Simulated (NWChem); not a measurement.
Program: NWChem. System: C₂H₅NOSi, charge 0, spin multiplicity 1, at a geometry optimised with PBE/def2-SVP. The structure started from a generated list of species. Level: MP2/def2-TZVP, 9 core orbitals frozen.

The NWChem input:

```
start mol
memory heap 200 mb stack 800 mb global 1000 mb
geometry units angstroms nocenter noautoz
  C     -1.322321    -0.497270     0.000000
  N     -0.482605    -1.464344     0.000000
  C      0.913711    -0.998903     0.000000
  Si     0.764213     0.914834     0.000000
  O     -0.972817     0.824992     0.000000
  H     -2.414805    -0.664931     0.000000
  H      1.447139    -1.405001     0.886414
  H      1.447139    -1.405001    -0.886414
  H      1.216981     1.647382    -1.229202
  H      1.216981     1.647382     1.229202
  symmetry group Cs
end
basis spherical
  * library def2-tzvp
end
scf
  rhf
  nopen 0
  maxiter 100
  thresh 1e-7
  semidirect memsize 60000000 filesize 0
end
mp2
  freeze core 9
end
task mp2 energy
```

NWChem printed:

```
             Northwest Computational Chemistry Package (NWChem) 7.3.0
             --------------------------------------------------------

                                NWChem Input Module
                                -------------------

 Scaling coordinates for geometry "geometry" by  1.889725989
 (inverse scale =  0.529177249)

 Turning off AUTOSYM since
 SYMMETRY directive was detected!

                             Geometry "geometry" -> ""
                             -------------------------

 Output coordinates in angstroms (scale by  1.889725989 to convert to a.u.)

  No.       Tag          Charge          X              Y              Z
 ---- ---------------- ---------- -------------- -------------- --------------
    1 C                    6.0000    -1.32232100    -0.49727000     0.00000000
    2 N                    7.0000    -0.48260500    -1.46434400     0.00000000
    3 C                    6.0000     0.91371100    -0.99890300     0.00000000
    4 Si                  14.0000     0.76421300     0.91483400     0.00000000
    5 O                    8.0000    -0.97281700     0.82499200     0.00000000
    6 H                    1.0000    -2.41480500    -0.66493100     0.00000000
    7 H                    1.0000     1.44713900    -1.40500100     0.88641400
    8 H                    1.0000     1.44713900    -1.40500100    -0.88641400
    9 H                    1.0000     1.21698100     1.64738200    -1.22920200
   10 H                    1.0000     1.21698100     1.64738200     1.22920200

 Effective nuclear repulsion energy (a.u.)     225.7499246309

            Nuclear Dipole moment (a.u.)
            ----------------------------
        X                 Y               Z
 ---------------- ---------------- ----------------
    -0.0000264562    -0.0000056692     0.0000000000

      Symmetry information
      --------------------

 Group name             Cs
 Group number              2
 Group order               2
 No. of unique centers     8

      Symmetry unique atoms

     1    2    3    4    5    6    7    9


 Summary of "ao basis" -> "" (spherical)
 ------------------------------------------------------------------------------
       Tag                 Description            Shells   Functions and Types
 ---------------- ------------------------------  ------  ---------------------
 *                         def2-tzvp                  on all atoms

 Summary of "ao basis" -> "ao basis" (spherical)
 ------------------------------------------------------------------------------
       Tag                 Description            Shells   Functions and Types
 ---------------- ------------------------------  ------  ---------------------
 C                         def2-tzvp                11       31   5s3p2d1f
 N                         def2-tzvp                11       31   5s3p2d1f
 Si                        def2-tzvp                13       37   5s5p2d1f
 O                         def2-tzvp                11       31   5s3p2d1f
 H                         def2-tzvp                 4        6   3s1p

                                 NWChem SCF Module
                                 -----------------

  ao basis        = "ao basis"
  functions       =   191
  atoms           =    10
  closed shells   =    23
  open shells     =     0
  charge          =   0.00
  wavefunction    = RHF
  use symmetry    = T
  symmetry adapt  = T

 Summary of "ao basis" -> "ao basis" (spherical)
 ------------------------------------------------------------------------------
       Tag                 Description            Shells   Functions and Types
 ---------------- ------------------------------  ------  ---------------------
 C                         def2-tzvp                11       31   5s3p2d1f
 N                         def2-tzvp                11       31   5s3p2d1f
 Si                        def2-tzvp                13       37   5s5p2d1f
 O                         def2-tzvp                11       31   5s3p2d1f
 H                         def2-tzvp                 4        6   3s1p

      Symmetry analysis of basis
      --------------------------

        a'        126
        a"         65

 Forming initial guess at       0.2s

      Superposition of Atomic Density Guess
      -------------------------------------

 Sum of atomic energies:        -495.77297197

      Non-variational initial energy
      ------------------------------

 Total energy =    -498.258826
 1-e energy   =   -1129.593792
 2-e energy   =     405.585041
 HOMO         =      -0.317248
 LUMO         =       0.024674

      Symmetry analysis of molecular orbitals - initial
      -------------------------------------------------

  Numbering of irreducible representations:

     1 a'          2 a"

  Orbital symmetries:

     1 a'          2 a'          3 a'          4 a'          5 a'
     6 a'          7 a'          8 a"          9 a'         10 a'
    11 a'         12 a'         13 a'         14 a'         15 a'
    16 a"         17 a'         18 a"         19 a'         20 a'
    21 a"         22 a"         23 a'         24 a"         25 a'
    26 a'         27 a'         28 a"         29 a'         30 a'
    31 a'         32 a"         33 a'

 Starting SCF solution at       9.6s

 ----------------------------------------------
         Quadratically convergent ROHF

 Convergence threshold     :          1.000E-07
 Maximum no. of iterations :          100
 Final Fock-matrix accuracy:          1.000E-09
 ----------------------------------------------

              iter       energy          gnorm     gmax       time
[...]
             Final eigenvalues
             -----------------

              1
    1  -68.8127
    2  -20.5835
    3  -15.5546
    4  -11.3399
    5  -11.2552
    6   -6.1581
    7   -4.2650
    8   -4.2642
    9   -4.2641
   10   -1.3984
   11   -1.2046
   12   -0.9494
   13   -0.8014
   14   -0.7193
   15   -0.6846
   16   -0.6271
   17   -0.5973
   18   -0.5613
   19   -0.5337
   20   -0.5018
   21   -0.4930
   22   -0.4006
   23   -0.3889
   24    0.1006
   25    0.1287
   26    0.1576
   27    0.1636
   28    0.1913
   29    0.1933
   30    0.2000
   31    0.2124
   32    0.2414
   33    0.2631

                       ROHF Final Molecular Orbital Analysis
                       -------------------------------------

 Vector   21  Occ=2.000000D+00  E=-4.929806D-01  Symmetry=a"
              MO Center=  8.6D-01,  1.2D+00, -9.6D-15, r^2= 3.0D+00
   Bfn.  Coefficient  Atom+Function         Bfn.  Coefficient  Atom+Function
  ----- ------------  ---------------      ----- ------------  ---------------
   110      0.285962   4 Si pz              181     -0.215898   9 H  s
   187      0.215898  10 H  s

 Vector   22  Occ=2.000000D+00  E=-4.006365D-01  Symmetry=a'
              MO Center=  7.4D-02, -9.2D-01, -3.0D-14, r^2= 2.7D+00
   Bfn.  Coefficient  Atom+Function         Bfn.  Coefficient  Atom+Function
  ----- ------------  ---------------      ----- ------------  ---------------
    38      0.280443   2 N  py               41      0.256779   2 N  py
    44      0.216717   2 N  py              109      0.209204   4 Si py
    72     -0.204384   3 C  py               69     -0.201713   3 C  py
    35     -0.156537   2 N  s

 Vector   23  Occ=2.000000D+00  E=-3.888965D-01  Symmetry=a"
              MO Center= -4.2D-01, -6.9D-01,  5.1D-15, r^2= 2.7D+00
   Bfn.  Coefficient  Atom+Function         Bfn.  Coefficient  Atom+Function
  ----- ------------  ---------------      ----- ------------  ---------------
    39      0.282042   2 N  pz               42      0.266961   2 N  pz
   138     -0.214196   5 O  pz              141     -0.199122   5 O  pz
    45      0.197542   2 N  pz               11      0.182329   1 C  pz
     8      0.180395   1 C  pz              144     -0.175105   5 O  pz

 Vector   24  Occ=0.000000D+00  E= 1.005643D-01  Symmetry=a'
              MO Center=  1.3D+00,  1.1D+00, -1.1D-16, r^2= 5.3D+00
   Bfn.  Coefficient  Atom+Function         Bfn.  Coefficient  Atom+Function
  ----- ------------  ---------------      ----- ------------  ---------------
    67      2.298711   3 C  s               111     -1.462678   4 Si px
    98     -0.726225   4 Si s                12     -0.599072   1 C  px
   112      0.544170   4 Si py              164     -0.509653   6 H  s
    75      0.435455   3 C  py                5     -0.411458   1 C  s
    36     -0.413244   2 N  s               135     -0.396763   5 O  s

 Vector   25  Occ=0.000000D+00  E= 1.286851D-01  Symmetry=a'
              MO Center=  1.1D+00,  7.5D-01,  4.4D-15, r^2= 7.7D+00
   Bfn.  Coefficient  Atom+Function         Bfn.  Coefficient  Atom+Function
  ----- ------------  ---------------      ----- ------------  ---------------
    67      4.683676   3 C  s               112      2.433988   4 Si py
    98     -1.840223   4 Si s               170     -1.203301   7 H  s
   176     -1.203301   8 H  s               111      0.852357   4 Si px
   182     -0.702468   9 H  s               188     -0.702468  10 H  s
   135      0.631697   5 O  s                75      0.501615   3 C  py

 Vector   26  Occ=0.000000D+00  E= 1.576299D-01  Symmetry=a"
              MO Center= -5.8D-01, -7.4D-01,  3.4D-14, r^2= 4.8D+00
   Bfn.  Coefficient  Atom+Function         Bfn.  Coefficient  Atom+Function
  ----- ------------  ---------------      ----- ------------  ---------------
   170      1.110859   7 H  s               176     -1.110859   8 H  s
    76     -0.956136   3 C  pz               14      0.807402   1 C  pz
    45     -0.402045   2 N  pz              113      0.330469   4 Si pz
   144     -0.282746   5 O  pz                8      0.254685   1 C  pz
    11      0.231039   1 C  pz               39     -0.211738   2 N  pz

 center of mass
 --------------
 x =  -0.06308551 y =   0.00323489 z =   0.00000000

 moments of inertia (a.u.)
 ------------------
         334.938795882463         -54.003502153300           0.000000000000
         -54.003502153300         297.663156887948           0.000000000000
           0.000000000000           0.000000000000         599.539057314226

  Mulliken analysis of the total density
  --------------------------------------

    Atom       Charge   Shell Charges
 -----------   ------   -------------------------------------------------------
    1 C    6     5.72   0.86  1.12  0.52  0.54  0.06  1.15  1.07  0.20  0.05  0.15  0.02
    2 N    7     7.38   0.82  1.16  0.54  0.88  0.24  1.43  1.65  0.60  0.01  0.06  0.00
    3 C    6     6.26   0.85  1.12  0.47  0.69  0.07  1.21  1.42  0.34  0.02  0.07  0.01
    4 Si  14    13.41   2.00  0.58  1.39  0.79  0.38  4.12  1.73  0.52  1.23  0.21  0.18  0.22  0.06
    5 O    8     8.53   0.79  1.18  0.55  0.97  0.29  1.84  2.11  0.75  0.00  0.03  0.00
    6 H    1     0.86   0.26  0.49  0.09  0.02
    7 H    1     0.88   0.26  0.49  0.10  0.02
    8 H    1     0.88   0.26  0.49  0.10  0.02
    9 H    1     1.04   0.24  0.56  0.24  0.01
   10 H    1     1.04   0.24  0.56  0.24  0.01

       Multipole analysis of the density wrt the origin
       ------------------------------------------------

     L   x y z        total         open         nuclear
     -   - - -        -----         ----         -------
     0   0 0 0      0.000000      0.000000     46.000000

     1   1 0 0      0.552457      0.000000     -0.000026
     1   0 1 0      0.462148      0.000000     -0.000006
     1   0 0 1      0.000000      0.000000      0.000000

     2   2 0 0    -24.602122      0.000000    163.768411
     2   1 1 0      0.002374      0.000000     29.754438
     2   1 0 1      0.000000      0.000000      0.000000
     2   0 2 0    -32.272371      0.000000    176.626080
     2   0 1 1     -0.000000      0.000000      0.000000
     2   0 0 2    -27.918879      0.000000     16.403094

                   NWChem MP2 Semi-direct Energy/Gradient Module
                   ---------------------------------------------

  Basis functions       =    191
  Molecular orbitals    =    191
  Frozen core           =      9
  Frozen virtuals       =      0
  Active alpha occupied =     14
  Active beta occupied  =     14
  Active alpha virtual  =    168
  Active beta virtual   =    168
  Use MO symmetry       = T
  Use skeleton AO sym   = T

  AO/Fock/Back tols     =   1.0D-09  1.0D-09  1.0D-09

 GA uses MA = F    GA memory limited = T

 Available:
  local mem=  1.15D+08
 global mem=  1.31D+08
 local disk=  0.00D+00
  mp2_memr nvloc                   168
  nvloc new                   168
   1 passes of  14:        5242880                     191974                 143388996.
   1 passes of  14: M    114678672           G      130999038           F     109435792.
  mp2_memr nvloc                   168
  nvloc new                   168
   2 passes of   7:        5242880                     133197                  71725672.
   2 passes of   7: M    114678672           G      130999038           F     109435792.

 Semi-direct pass number   1 of   2  for RHF alpha+beta  at      112.0s
  vrange nnbf                 17923
  mp2_eaftype                   273  avail_ma_in_mb                   999
 EAF : mp2_eaftype filesize         273   35862836.
  mp2_eaf for mointskh                    273
Node 0 wrote    168.6 Mb in      0.1 s     Agg I/O rate:  2259.0 Mb/s
 Done moints_semi at      142.4s
  mp2_eaftype                   273  avail_ma_in_mb                   726
 EAF : mp2_eaftype filesize         273   35862836.
  mp2_eaf for kh                   273
 Done maket at      143.0s
 Semi-direct pass number   2 of   2  for RHF alpha+beta  at      143.0s
  vrange nnbf                 17923
  mp2_eaftype                   273  avail_ma_in_mb                   726
 EAF : mp2_eaftype filesize         273   35862836.
  mp2_eaf for mointskh                    273
Node 0 wrote    168.6 Mb in      0.1 s     Agg I/O rate:  2242.3 Mb/s
 Done moints_semi at      169.5s
  mp2_eaftype                   273  avail_ma_in_mb                   726
 EAF : mp2_eaftype filesize         273   35862836.
  mp2_eaf for kh                   273
 Done maket at      170.1s
 Done multipass loop at      170.1s

          -------------------------------------------
          SCF energy                -497.000705720113
          Correlation energy          -0.860855895539
          Singlet pairs               -0.546082372836
          Triplet pairs               -0.314773522702
          Total MP2 energy          -497.861561615652
          -------------------------------------------

          ---------------------------------------------------
                    Spin Component Scaled (SCS) MP2
          Same spin pairs                     -0.209849015135
          Same spin scaling factor             0.333333333333
          Opposite spin pairs                 -0.651006880404
          Opposite spin scaling fact.          1.200000000000
          SCS-MP2 correlation energy          -0.851157928196
          Total SCS-MP2 energy              -497.851863648310
          ---------------------------------------------------

 -----------------------
 Performance information
 -----------------------

 Timer overhead =  2.07D-07 seconds/call

               Nr. of calls         CPU time (s)                 Wall time (s)                GFlops
             ---------------    -------------------     ------------------------------   -------------------
Name         Min   Avg   Max    Min     Avg     Max     Min     Avg     Max   Mx/calls   Min     Max     Sum
mp2: moin     2     2     2    57.     57.     57.      57.     57.     57.     28.      0.0     0.0     0.0
mp2: make     2     2     2    1.3     1.3     1.3      1.3     1.3     1.3    0.64      0.0     0.0     0.0
mp2: tota     1     1     1    58.     58.     58.      58.     58.     58.     58.      0.0     0.0     0.0

 The average no. of pstat calls per process was 5.00D+00
 with a timing overhead of 1.04D-06s

 Task  times  cpu:      170.1s     wall:      170.1s

 Total times  cpu:      170.2s     wall:      170.2s
```
